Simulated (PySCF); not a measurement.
A structure optimised at r2SCAN-D4/def2-TZVP, used in a PySCF frequency run:

```
Si
H 1 1.4845
H 1 1.4872 2 108.87
H 1 1.4872 2 108.87 3 -118.12
As 1 2.3592 2 109.20 3 120.94
H 5 1.5270 1 89.99 2 180.00
```
Charge 0, spin multiplicity 2.

Task: Write its SMILES, formula and point group.

Result: [SiH3][AsH], AsH₄Si, Cs

Task: What are its rotational constants (standard atomic weights)?

Result: 61.602, 3.8364, 3.7697 GHz
